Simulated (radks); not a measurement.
Species: the silicon ion Si10+. Configuration: [He] 2s2.

All-electron calculation, Dirac Kohn-Sham, PBEsol, spin-unpolarised, spherical densities, finite nucleus; Fermi nuclear charge, rms radius 3.1224 fm. Program: a radial shooting solver on a logarithmic mesh with Libxc functionals.

Energy parts (eV):
| part | energy |
|---|---|
| total | -6094.901 |
| kinetic | 6123.737 |
| electron-nucleus | -12785.709 |
| Hartree | 852.008 |
| exchange-correlation | -284.938 |

Orbitals (lengths in bohr, moments of r in powers of bohr; <r^-3> diverges for s and p1/2; r(max) is where P^2 peaks):
orbital  occ.  eigenvalue (eV)   r(max)  <1/r>  <r^-3>
1s1/2       2        -2209.496  0.07255  13.69       -
2s1/2       2        -453.5379   0.4108  3.090       -

The highest occupied level is 2s1/2 at -453.54 eV. The electron density at the nucleus is 1964 e/bohr^3.
